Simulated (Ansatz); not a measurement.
# Ligand exchange: C3H7Cl + C2H6OSi2 → C3H8O + C2H5ClSi2

Species: C3H7Cl (1-chloropropane) `CCCCl`, singlet; C2H6OSi2 `O[SiH2]C#C[SiH3]`, singlet; C3H8O (1-propanol) `CCCO`, singlet; C2H5ClSi2 `[SiH3]C#C[SiH2]Cl`, singlet. The partners trade Cl for OH: C–Cl and Si–OH bonds give way to C–OH and Si–Cl.

Shapes, held fixed at every level: PBE0-D4/def2-TZVP. Flexible molecules stand in one conformer, not always the lowest. Programs: Ansatz 0.2.0. Electronic energies: no zero-point or thermal term.

**Question.** Estimate ΔE of this reaction.

**Answer.** The highest level, CCSD(T)/CBS estimate, gives ΔE = +28.5 kJ/mol; the levels span +21.3 to +28.5. The column of differences is taken from that level and isn't an error. No measured value is set beside it here. The CBS estimate extrapolates MP2 from def2-TZVPP and def2-QZVPP and adds CCSD(T) − MP2 in the triple-zeta set, cores frozen. Times are processor times on shared x86 and Arm servers, and rough.

```
                level                   kind  ΔE (kJ/mol)  less CCSD(T)/CBS estimate  CPU time (sum over the molecules)
        HF/def2-TZVPP           Hartree–Fock        +24.7                       -3.8                                  –
    PBE-D4/def2-TZVPP                    GGA        +21.3                       -7.2                               27 s
   PBE0-D4/def2-TZVPP          global hybrid        +21.3                       -7.2                               33 s
r2SCAN0-D4/def2-TZVPP          global hybrid        +24.8                       -3.7                               49 s
   CCSD(T)/def2-TZVPP  coupled cluster or CI        +27.4                       -1.1                             12 min
      CCSD/def2-TZVPP  coupled cluster or CI        +26.7                       -1.8                                  –
 CCSD(T)/CBS estimate  coupled cluster or CI        +28.5                        0.0                             15 min
```
